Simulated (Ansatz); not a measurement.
Relaxation of ClF3H2OW (8 atoms, charge 0, multiplicity 1), to a largest force component of 0.02 eV/Å in at most 40 steps.

All numbers below come from RKS r2SCAN/def2-SVP in Ansatz 0.2.0.

```xyz
8
Properties=species:S:1:pos:R:3
W 0.000 0.000 0.000
O 0.000 0.000 1.940
H -0.909 -0.281 2.277
F 1.850 0.000 0.000
F 0.000 1.850 0.000
F -1.850 0.000 0.000
H 0.000 -1.720 0.000
Cl 0.000 0.000 -2.390
```

Q: Where does it end, and by what steps?

A: It converged. After 29 steps the energy has fallen by 0.781 eV; H7 moved furthest, 0.93 Å.

| step | energy less start (eV) | largest force component (eV/Å) | accepted |
| --- | --- | --- | --- |
| 0 | 0.0000 | 1.970 | yes |
| 2 | -0.4985 | 0.806 | yes |
| 4 | -0.5627 | 1.353 | yes |
| 6 | -0.6253 | 0.120 | yes |
| 8 | -0.6319 | 0.096 | yes |
| 10 | -0.6338 | 0.531 | no |
| 12 | -0.6476 | 0.395 | yes |
| 14 | -0.6617 | 0.691 | yes |
| 16 | -0.6772 | 0.370 | yes |
| 18 | -0.7025 | 0.341 | yes |
| 20 | -0.6431 | 2.303 | no |
| 22 | -0.7455 | 0.963 | yes |
| 24 | -0.7488 | 0.376 | no |
| 26 | -0.7795 | 0.069 | no |
| 28 | -0.7808 | 0.050 | yes |
| 29 | -0.7809 | 0.011 | yes |

```xyz
8
Properties=species:S:1:pos:R:3
W -0.010 0.188 0.012
O 0.146 -0.568 1.734
H -0.666 -0.806 2.210
F 1.802 0.480 0.331
F -0.294 1.875 -0.744
F -1.762 0.534 0.604
H -0.784 -1.284 -0.254
Cl 0.657 -0.571 -2.067
```

Whether the end is a true minimum wasn't checked by a vibrational analysis.

The run took 120 s on 4 threads of Arm Neoverse V1, with other jobs on the host, peak memory 0.21 GiB.
